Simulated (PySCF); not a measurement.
AlBr2, SMILES [Br][Al+][Br], charge +1. Geometry optimised at B3LYP-D3(BJ)/def2-TZVP. The multiplicity is an assumed one; other spin states were not compared. The isomer is the one that the SMILES or the coordinates give; other isomers of the formula were not compared.

TDDFT-PBE/def2-SVPD in PySCF 2.14.0 puts the lowest singlet excitations at 4.30, 4.30, 4.68, 4.68, 5.63, 5.71 eV.

Question: What are the lowest excitation roots from ADC(2)/aug-cc-pVDZ run with PySCF? (An estimate is asked for; the answer gives what the named calculation found.)

Answer: 5.28, 5.28, 5.83, 5.83, 6.64, 6.69 eV. S1 differs by 0.98 eV (second minus first; roots are paired by order, and the bases may differ).
